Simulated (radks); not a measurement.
Zn, configuration [Ar] 3d10 4s2 (the NIST ground configuration).

All-electron calculation, scalar-relativistic Kohn-Sham, PBEsol, spin-polarised, spherical densities, finite nucleus; Fermi nuclear charge, rms radius 3.9283 fm. Program: a radial shooting solver on a logarithmic mesh with Libxc functionals.

Energy parts (hartree):
total: -1794.59208
kinetic: 1822.95707
electron-nucleus: -4326.04284
Hartree: 778.56078
exchange-correlation: -70.06709

Orbitals (lengths in bohr, moments of r in powers of bohr; r(max) is where P^2 peaks):
| orbital | occ. | eigenvalue (hartree) | r(max) | <r^4> |
|---|---|---|---|---|
| 1s | 2 | -349.7485 | 0.03293 | 0.00002989 |
| 2s | 2 | -42.52883 | 0.1894 | 0.006345 |
| 2p | 6 | -36.87669 | 0.1521 | 0.004699 |
| 3s | 2 | -4.73778 | 0.5883 | 0.4714 |
| 3p | 6 | -3.05961 | 0.5922 | 0.6460 |
| 3d | 10 | -0.37370 | 0.5654 | 4.045 |
| 4s | 2 | -0.22043 | 2.090 | 121.6 |

The highest occupied level is 4s at -5.998 eV. The density falls to 0.001 e/bohr^3 at r = 4.18 bohr. Summed over all electrons, <r^2> = 32.84 bohr^2, which gives a Langevin (diamagnetic) susceptibility term of -26 x 10^-6 cm^3/mol. The electron density at the nucleus is 2.529e+04 e/bohr^3 (large components only). For comparison, the ionisation energy in NIST's Atomic Spectra Database is 9.394 eV (measured). In exact Kohn-Sham theory the highest level is minus the ionisation energy, but local and semilocal functionals leave it too shallow, through self-interaction and a potential that decays too fast; potentials with the right tail come closer.
